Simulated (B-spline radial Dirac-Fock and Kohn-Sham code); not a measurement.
X-ray form factors of zinc in several charge states

Level of theory: configuration-average Dirac-Fock orbitals; a radial finite-basis atomic code.

Configurations: Zn¹⁷⁺ [Ne] 3s2 3p1; Zn¹⁹⁺ [Ne] 3s1; Zn²⁰⁺ [He] 2s2 2p6. The first column is f₀ of Zn¹⁷⁺, the others are differences from it.

```tsv
s (Å⁻¹)	Zn¹⁷⁺	Δ Zn¹⁹⁺	Δ Zn²⁰⁺
0	13.000	-2.000	-3.000
0.1	12.890	-1.945	-2.919
0.2	12.572	-1.788	-2.688
0.3	12.080	-1.552	-2.338
0.4	11.462	-1.266	-1.915
0.5	10.771	-0.965	-1.466
0.7	9.363	-0.431	-0.664
0.9	8.120	-0.092	-0.145
1.1	7.111	+0.047	+0.072
1.4	5.920	+0.036	+0.059
```

Values without a named source are computed, but for edge energies of neutral atoms, which are taken from tables.
